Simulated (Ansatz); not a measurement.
Relaxation of CH7B2BrSi (12 atoms, charge 0, multiplicity 1), to a largest force component of 0.015 eV/Å in at most 40 steps.

Method: RKS LDA/def2-SVP (Ansatz 0.2.0).

```xyz
12
Properties=species:S:1:pos:R:3
C -1.175 -0.144 1.279
B 0.360 -0.038 1.324
B 1.254 -0.003 -0.071
Si 3.142 0.076 -0.167
Br 4.033 -1.791 0.798
H -1.542 -0.988 0.708
H -1.589 0.808 0.765
H -1.592 -0.128 2.292
H 0.910 -0.017 2.417
H 0.629 0.015 -1.117
H 3.593 1.249 0.701
H 3.624 0.206 -1.494
```

Where does it end, and by what steps?

The run converged. After 24 steps the energy has fallen by 1.056 eV; Br5 moved furthest, 1.77 Å. Joined: B3–Br5 (3.42 → 2.26 Å).

```
step  energy less start (eV)  largest force component (eV/Å)  accepted
   0                  0.0000                           1.874       yes
   1                 -0.3531                           0.531       yes
   2                 -0.4278                           0.369       yes
   3                 -0.4709                           0.522       yes
   4                 -0.5279                           0.170       yes
   5                 -0.5914                           0.209       yes
   6                 -0.6734                           0.270       yes
   7                 -0.7764                           0.305       yes
   8                 -0.8966                           0.345       yes
   9                 -0.9980                           0.240       yes
  10                 -0.9846                           0.441        no
  11                 -1.0316                           0.081       yes
  12                 -1.0424                           0.184       yes
  13                 -1.0456                           0.132       yes
  14                 -1.0501                           0.059       yes
  15                 -1.0513                           0.029       yes
  16                 -1.0524                           0.024       yes
  17                 -1.0528                           0.061       yes
  18                 -1.0534                           0.024       yes
  19                 -1.0545                           0.108       yes
  20                 -1.0552                           0.058       yes
  21                 -1.0557                           0.031       yes
  22                 -1.0558                           0.027       yes
  23                 -1.0557                           0.032        no
  24                 -1.0560                           0.014       yes
```

```xyz
12
Properties=species:S:1:pos:R:3
C -0.975 -0.333 1.423
B 0.449 0.210 1.117
B 1.190 0.089 -0.397
Si 3.108 0.440 -0.215
Br 2.281 -1.613 0.612
H -1.384 -1.055 0.687
H -1.604 0.592 1.332
H -1.139 -0.694 2.460
H 1.061 0.759 2.036
H 0.742 -0.306 -1.459
H 3.701 1.118 0.992
H 4.217 0.036 -1.155
```

Run time: 38 s on 2 threads of Intel(R) Xeon(R) Platinum 8488C (Sapphire Rapids), with other jobs on the host, peak memory 0.19 GiB.
